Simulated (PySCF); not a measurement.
Vertical excitation energies

Compound: C8H9F.
Atom-mapped SMILES: `[F:1][CH2:2][C:3]1=[CH:4][CH:5]=[CH:6][C:7]12[CH2:8][CH2:9]2` (hydrogens: H10, H11 on C2; H12 on C4; H13 on C5; H14 on C6; H15, H16 on C8; H17, H18 on C9)

Geometry (PBE0-D3(BJ)/def2-SVP, Å), atoms numbered from 1 in this order:
```xyz
18
C8H9F angstrom
F      1.368   -0.640    2.078
C      1.875   -0.306    0.832
C      0.945    0.558    0.068
C      1.197    1.799   -0.425
C      0.040    2.275   -1.168
C     -0.927    1.327   -1.128
C     -0.426    0.182   -0.349
C     -0.807   -1.256   -0.681
C     -1.350   -0.641    0.546
H      2.068   -1.256    0.300
H      2.840    0.207    0.976
H      2.127    2.355   -0.289
H     -0.029    3.245   -1.663
H     -1.923    1.377   -1.569
H     -1.464   -1.396   -1.543
H     -0.015   -2.003   -0.586
H     -0.927   -0.932    1.509
H     -2.399   -0.336    0.564
```

Method used: TDDFT CAM-B3LYP/def2-SVPD, vertical, gas phase, core orbitals frozen in the response (PySCF).

| state | E (eV) | E (hartree) | f | main configurations (H = HOMO, L = LUMO) |
| --- | --- | --- | --- | --- |
| S1 | 4.81 | 0.1766 | 0.101 | H→L (98%) |
| S2 | 6.11 | 0.2246 | 0.189 | H-1→L (84%) |
| S3 | 6.45 | 0.2370 | 0.012 | H→L+1 (69%), H→L+3 (26%) |
| S4 | 6.84 | 0.2513 | 0.043 | H→L+2 (68%), H→L+3 (13%) |
| S5 | 7.01 | 0.2575 | 0.034 | H→L+3 (54%), H→L+2 (19%), H→L+1 (16%) |
| S6 | 7.10 | 0.2611 | 0.0055 | H-2→L (88%) |

The lowest singlet lies at 4.81 eV (258 nm, ultraviolet) and is of moderate strength; its leading configuration is HOMO→LUMO (98%). The most intense listed level is S2 at 6.11 eV (203 nm, f = 0.189), 1.31 eV above S1. Löwdin shares by element: HOMO carbon 82% or more (atoms not listed hold the other 18%); LUMO carbon 62% or more (atoms not listed hold the other 38%). Of the 6 states listed, 5 reach f = 0.01 and none stays under 0.0005. Weighted by f, the mean energy of these states is 5.95 eV. The oscillator strengths of these states sum to 0.385; summed over the whole spectrum of an exact calculation they would give the number of electrons, 66 (Thomas–Reiche–Kuhn). The window holds the lowest 6 singlets.

One conformer stands for the species.
